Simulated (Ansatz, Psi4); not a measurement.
Here is a job for Psi4.
```
memory 2 GB

molecule mol {
-1 2
  Cl    3.087990   -0.396772   -1.265694
  Si    1.473981    0.293217   -0.194612
  Cl    2.179332    0.667664    1.668849
  Cl    0.976619    2.069056   -1.021812
  C     0.105443   -0.995103   -0.215735
  Si   -1.635604   -0.253433    0.203303
  Cl   -2.051876    0.257377   -1.987281
  Cl   -1.203103   -0.203777    2.439484
  Cl   -2.916123   -1.884244    0.276264
  H     0.336163   -1.781037    0.505877
  H     0.055626   -1.463471   -1.199885
}

set basis sto-3g
set reference uhf
set freeze_core true
set mp2_type conv
set scf_type pk
set puream true
set d_convergence 1e-8

energy('mp2')
print_variables()
```

Q: Give the equivalent Ansatz (a quantum-chemistry and plane-wave program) input.

A: Several could match; the one computed here: 
Ansatz 0.2 input:
```yaml
crystal:
  periodic: [false, false, false]
  atoms:
    - {symbol: Cl, position_ang: [3.08799008, -0.39677225, -1.26569421]}
    - {symbol: Si, position_ang: [1.47398113, 0.29321702, -0.19461162]}
    - {symbol: Cl, position_ang: [2.17933231, 0.66766398, 1.66884890]}
    - {symbol: Cl, position_ang: [0.97661910, 2.06905610, -1.02181231]}
    - {symbol: C, position_ang: [0.10544345, -0.99510331, -0.21573527]}
    - {symbol: Si, position_ang: [-1.63560367, -0.25343323, 0.20330251]}
    - {symbol: Cl, position_ang: [-2.05187644, 0.25737694, -1.98728099]}
    - {symbol: Cl, position_ang: [-1.20310332, -0.20377725, 2.43948372]}
    - {symbol: Cl, position_ang: [-2.91612256, -1.88424425, 0.27626352]}
    - {symbol: H, position_ang: [0.33616261, -1.78103735, 0.50587682]}
    - {symbol: H, position_ang: [0.05562643, -1.46347131, -1.19988467]}
basis:
  gaussian:
    orbitals: STO-3G
total_charge: -1
magnetization: {spin_polarized: true, initial_magnetization: 1}
correlation: {method: mp2, electrons: outside_noble_gas}
accuracy: high
```

Both were run: Psi4 gave -3337.682024 Eh and Ansatz -3337.682024 Eh, 0.000 mEh apart.
